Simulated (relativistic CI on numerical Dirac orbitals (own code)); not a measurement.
Main line and satellite in the 2p photoemission of Ni+: a two-state model

Problem. An octahedral Ni+ site (d9) has Δ = 3, V(eg) = 2.6, 10Dq = 0.8, 10Dq(ligand) = 1.3 and a core-hole attraction U_cd = 6.9 eV; the hopping is scaled by 0.9 in the final state. Δ is defined between configuration averages. Find the d count, the distance of the satellite and its intensity.

Working.
1. The hole has eg symmetry. Its energy is −0.6 × 10Dq in d9 and Δ − 0.6 × 10Dq(ligand) in d10L, so the gap is Δ' = 2.70 eV.
2. Ground state cos θ |d9⟩ − sin θ |d10L⟩ with tan 2θ = 2V/Δ', θ = 31.3°: weights 0.730 and 0.270, n_d = 9.270.
3. The core hole pulls d10L down by U_cd: the gap becomes Δ' − U_cd = -4.20 eV, the hopping is V' = 2.34 eV, and tan 2θ' = 2V'/(Δ' − U_cd) gives θ' = 66.0°.
4. The two final states lie W = √[(Δ' − U_cd)² + 4V'²] = 6.29 eV apart. The lower, mostly d10L, is the main line.
5. In the sudden approximation the intensities are cos²(θ' − θ) and sin²(θ' − θ), so satellite/main = tan²(34.7°) = 0.48.

Check. The full cluster calculation (with spin-orbit coupling and 2p-3d multiplets, which spread the d9 satellite) gives n_d = 9.269; in its broadened 2p3/2 spectrum, cut halfway, the centroids lie 6.49 eV apart with an area ratio of 0.49.
